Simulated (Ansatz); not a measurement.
Geometry optimisation, RKS PBE0/def2-mTZVP in Ansatz.

The input (input.yaml):

```yaml
crystal:
  periodic: [false, false, false]
  atoms:
    - { symbol: C, position_ang: [-2.0272, 0.956, -0.9202] }
    - { symbol: C, position_ang: [-0.634, 0.6489, -0.7811] }
    - { symbol: C, position_ang: [-0.214, -0.4037, -0.0981] }
    - { symbol: F, position_ang: [-1.0156, -1.1917, 0.5254] }
    - { symbol: Si, position_ang: [1.5922, -0.8699, 0.118] }
    - { symbol: "N", position_ang: [2.0227, -0.6506, 1.7691] }
    - { symbol: H, position_ang: [-2.7078, 0.3009, -0.4085] }
    - { symbol: H, position_ang: [-2.2215, 2.0187, -0.5359] }
    - { symbol: H, position_ang: [-2.344, 1.0187, -1.9498] }
    - { symbol: H, position_ang: [0.0718, 1.3201, -1.2568] }
    - { symbol: H, position_ang: [1.8238, -2.2782, -0.1909] }
    - { symbol: H, position_ang: [2.4866, 0.0439, -0.6303] }
    - { symbol: H, position_ang: [1.3741, -1.2392, 2.3166] }
    - { symbol: H, position_ang: [1.78, 0.2969, 2.0713] }
basis:
  gaussian: { orbitals: def2-mTZVP }
hamiltonian:
  xc: pbe0
relax:
  f_tol: 0.015
  max_steps: 40
output:
  orbitals: {}
```

Launched with:

```bash
$ ansatz run input.yaml --threads 2 --pin off --max-ram 3072MiB --backend cpu --events-out ev --progress --plain --runs-dir out
```

Where does it end, and by what steps?

The forces met the threshold. The force dipped under the threshold on the way, but the program's further checks kept it going. After 10 steps the energy has fallen by 0.517 eV; H13 moved furthest, 0.67 Å.

```tsv
step	energy less start (eV)	largest force component (eV/Å)	accepted
0	0.0000	3.389	yes
1	-0.3779	1.600	yes
2	-0.4759	0.653	yes
3	-0.4978	0.349	yes
4	-0.5097	0.204	yes
5	-0.5150	0.136	yes
6	-0.5165	0.058	yes
7	-0.5169	0.036	yes
8	-0.5171	0.014	yes
9	-0.5172	0.015	yes
10	-0.5172	0.013	yes
```

```xyz
14
Properties=species:S:1:pos:R:3
C -2.132 1.027 -1.062
C -0.706 0.666 -0.829
C -0.258 -0.321 -0.060
F -1.163 -1.098 0.610
Si 1.542 -0.793 0.227
N 2.095 -0.731 1.855
H -2.806 0.367 -0.517
H -2.328 2.056 -0.748
H -2.377 0.969 -2.126
H 0.053 1.259 -1.334
H 1.744 -2.195 -0.220
H 2.313 0.165 -0.609
H 1.957 -1.529 2.458
H 2.053 0.128 2.385
```

Time of the run: 21 s on 2 threads of AMD EPYC 9R45 (Zen 5) (shared host), peak memory 0.4 GiB.
